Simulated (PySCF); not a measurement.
Computed with PBE-D3(BJ)/def2-TZVP // B3LYP-D3(BJ)/def2-TZVP run with PySCF. All species are isolated molecules in the gas phase. 

Reference species (SMILES): `[InH2]` (neutral, multiplicity 2).

The dipole moment is 0.45 D.

Changed species: `[F][In][F]` (radical fragment; the reference has radical fragment).

Task: What does the change do to the dipole moment?

Result: the dipole moment goes up by 2.49 D, to 2.94 D.
